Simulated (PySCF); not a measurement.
PySCF input (BP86/def2-SVP):

```python
from pyscf import gto, dft

mol = gto.M(
    atom='''
    Bi   -0.02765200   -0.00809900    0.22836500
    F     1.52880300   -1.03205700   -0.77749000
    F     0.15851800    1.80877500   -0.84266000
    O    -1.61134300   -0.78977700   -0.54662300
    ''',
    basis='def2-svp',
    ecp='def2-svp',
    charge=-1,
    spin=0,
    verbose=4,
)

mf = dft.RKS(mol, xc='bp86')
mf.grids.level = 3
mf.conv_tol = 1e-9
mf.max_cycle = 100
mf.max_memory = 1500
mf.kernel()
if not mf.converged:
    mf = mf.newton()
    mf.kernel(mf.make_rdm1())
mf.dip_moment()
```

Output:

```
ECP def2-svp not found for  O
ECP def2-svp not found for  F
PySCF version 2.14.0

[INPUT] verbose = 4
[INPUT] num. atoms = 4
[INPUT] num. electrons = 50
[INPUT] charge = -1
[INPUT] spin (= nelec alpha-beta = 2S) = 0
[INPUT] symmetry False subgroup None
[INPUT] Mole.unit = angstrom
[INPUT] Symbol           X                Y                Z      unit          X                Y                Z       unit  Magmom
[INPUT]  1 Bi    -0.027652000000  -0.008099000000   0.228365000000 AA   -0.052254706796  -0.015304891883   0.431547306436 Bohr   0.0
[INPUT]  2 F      1.528803000000  -1.032057000000  -0.777490000000 AA    2.889018968413  -1.950305074940  -1.469243164588 Bohr   0.0
[INPUT]  3 F      0.158518000000   1.808775000000  -0.842660000000 AA    0.299555605814   3.418089370960  -1.592396616126 Bohr   0.0
[INPUT]  4 O     -1.611343000000  -0.789777000000  -0.546623000000 AA   -3.044996962735  -1.492462229481  -1.032967763388 Bohr   0.0

nuclear repulsion = 191.675659462337
number of shells = 28
number of NR pGTOs = 133
number of NR cGTOs = 68
basis = def2-svp
ecp = def2-svp

******** <class 'pyscf.dft.rks.RKS'> ********
method = RKS
initial guess = minao
damping factor = 0
level_shift factor = 0
DIIS = <class 'pyscf.scf.diis.CDIIS'>
diis_start_cycle = 1
diis_space = 8
diis_damp = 0
SCF conv_tol = 1e-09
SCF conv_tol_grad = None
SCF max_cycles = 100
direct_scf = True
direct_scf_tol = 1e-13
XC library pyscf.dft.libxc version 7.1.2
    S. Lehtola, C. Steigemann, M. J. T. Oliveira, and M. A. L. Marques,  SoftwareX 7, 1–5 (2018)
XC functionals = bp86
    A. D. Becke,  Phys. Rev. A 38, 3098 (1988)
    J. P. Perdew,  Phys. Rev. B 33, 8822 (1986)
    J. P. Perdew,  Phys. Rev. B 34, 7406–7406 (1986)
radial grids:
    Treutler-Ahlrichs [JCP 102, 346 (1995); DOI:10.1063/1.469408] (M4) radial grids

becke partition: Becke, JCP 88, 2547 (1988); DOI:10.1063/1.454033
pruning grids: <function nwchem_prune>
grids dens level: 3
symmetrized grids: False
atomic radii adjust function: <function treutler_atomic_radii_adjust>
small_rho_cutoff = 0
Set gradient conv threshold to 3.16228e-05
Initial guess from minao.
tot grids = 66056
init E= -463.016769628747
  HOMO = -0.79897401644584  LUMO = -0.686760109028821  gap/eV = 3.05350
cycle= 1 E= -488.58960307433  delta_E= -25.6  |g|=    2  |ddm|= 13.2
  HOMO = 0.137691853914518  LUMO = 0.308831512993188  gap/eV = 4.65695
cycle= 2 E= -488.548130799223  delta_E= 0.0415  |g|= 2.19  |ddm|= 7.03
  HOMO = 0.0912251200959953  LUMO = 0.195265692002097  gap/eV = 2.83109
cycle= 3 E= -488.982276165552  delta_E= -0.434  |g|= 1.61  |ddm|= 3.61
  HOMO = -0.0169833337777109  LUMO = 0.161224585035189  gap/eV = 4.84928
cycle= 4 E= -489.388375940022  delta_E= -0.406  |g|= 0.839  |ddm|= 1.83
  HOMO = 0.00540926901325675  LUMO = 0.148468954730752  gap/eV = 3.89285
cycle= 5 E= -489.524950628304  delta_E= -0.137  |g|= 0.386  |ddm|= 0.956
  HOMO = 0.00882326473933071  LUMO = 0.146401304069382  gap/eV = 3.74369
cycle= 6 E= -489.54779980221  delta_E= -0.0228  |g|= 0.157  |ddm|= 0.344
  HOMO = 0.00519995564542803  LUMO = 0.147807071967032  gap/eV = 3.88054
cycle= 7 E= -489.552842458  delta_E= -0.00504  |g|= 0.0501  |ddm|= 0.121
  HOMO = 0.00266082108095349  LUMO = 0.147348863071014  gap/eV = 3.93716
cycle= 8 E= -489.553451045685  delta_E= -0.000609  |g|= 0.00704  |ddm|= 0.0434
  HOMO = 0.0022271309354355  LUMO = 0.147360009963939  gap/eV = 3.94927
cycle= 9 E= -489.553462823203  delta_E= -1.18e-05  |g|= 0.000662  |ddm|= 0.0067
  HOMO = 0.00224496331843097  LUMO = 0.147382108947295  gap/eV = 3.94938
cycle= 10 E= -489.553462927587  delta_E= -1.04e-07  |g|= 0.000131  |ddm|= 0.000827
  HOMO = 0.00224774045848931  LUMO = 0.147388190323816  gap/eV = 3.94947
cycle= 11 E= -489.553462930189  delta_E= -2.6e-09  |g|= 8.02e-05  |ddm|= 0.000168
  HOMO = 0.00224835567172465  LUMO = 0.147388963566821  gap/eV = 3.94948
cycle= 12 E= -489.553462931363  delta_E= -1.17e-09  |g|= 1.91e-05  |ddm|= 7.19e-05
  HOMO = 0.00224837941342067  LUMO = 0.147389213631003  gap/eV = 3.94948
cycle= 13 E= -489.553462931433  delta_E= -7e-11  |g|= 3.9e-06  |ddm|= 1.83e-05
  HOMO = 0.00224971022363647  LUMO = 0.147389273037696  gap/eV = 3.94945
Extra cycle  E= -489.553462931354  delta_E= 7.88e-11  |g|= 1.9e-05  |ddm|= 1.98e-05
converged SCF energy = -489.553462931354

WARN: System has nonzero charge -1; the dipole moment is origin-dependent.
Location of origin: [0. 0. 0.]

Dipole moment(X, Y, Z, Debye):  1.10549,  0.64055,  4.67617
```

The dipole moment of an ion depends on the origin.

The geometry given is a B3LYP-D3(BJ)/def2-TZVP minimum.
